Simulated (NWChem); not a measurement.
# dithienothiophene (C₈H₄S₃); SMILES c1cc2sc3ccsc3c2s1

Results from NWChem. Medium grid unless said otherwise, to which SCAN and Minnesota functionals are sensitive. Coordinates come from a B3LYP/6-31G* (spherical d) optimisation. No frequency run checked for a minimum. Total energies of different functionals are on different scales.

| level | energy (Ha) | highest occupied level (eV) | orbital gap (eV) | dipole (D) | relative time |
|---|---|---|---|---|---|
| B3LYP/def2-SVP | -1501.2611 | -5.79 | 4.55 | 0.36 | 1 |
| PBE/def2-SVP | -1500.3434 | -5.14 | 3.29 | 0.35 | 1 |
| r2SCAN0/def2-SVP | -1500.9219 | -6.25 | 5.05 | 0.48 | 1 |
| MPW1K/def2-SVP | -1501.1883 | -6.81 | 6.08 | 0.50 | 1 |
| LC-BLYP (range parameter 0.33 per bohr)/def2-SVP | -1499.7230 | -8.06 | 8.81 | 0.31 | 10 |
| TPSS/def2-SVP | -1501.3637 | -5.16 | 3.37 | 0.46 | 1 |
| M05-2X/def2-SVP | -1501.1746 | -7.13 | 6.80 | 0.38 | 1 |

Times are rough ratios from one shared machine.
